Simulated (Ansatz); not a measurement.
CH₃FMoS₂, SMILES `[CH3][Mo]([F])(=[S])=[S]`. Total charge 0; spin multiplicity 1. Mo takes the def2 core potential. Geometry: relaxed with PBE0-D4/def2-TZVP.

```xyz
8

C     0.625   -0.381   -0.836
Mo   -0.490    0.413    0.729
F     0.149    2.075    1.186
S    -2.447    0.416   -0.005
S    -0.320   -1.020    2.240
H     0.537    0.310   -1.680
H     1.663   -0.443   -0.494
H     0.283   -1.371   -1.139
```

Q: What is the dipole moment at r2SCAN/def2-TZVPP? (Estimate.)

A: Computed: 2.07 D, with components (1.30, -0.47, -1.54) D in this frame, pointing from negative to positive charge.

Q: And with PBE, B3LYP, ωB97M-V? (An estimate is asked.)

A: The calculation gave: PBE 1.93 D, B3LYP 1.98 D, ωB97M-V 1.96 D.

Q: Give the Mulliken charges with r2SCAN, PBE, B3LYP in def2-TZVPP. (Estimate.)

A: The calculation gave: 
```tsv
atom	r2SCAN	PBE	B3LYP
C1	-0.32	-0.41	-0.42
Mo2	0.99	0.92	1.01
F3	-0.37	-0.33	-0.39
S4	-0.31	-0.29	-0.30
S5	-0.31	-0.29	-0.30
H6	0.11	0.13	0.13
H7	0.11	0.13	0.13
H8	0.11	0.13	0.13
```

B3LYP here is the variant with VWN-RPA as its local correlation; programs differ in this.
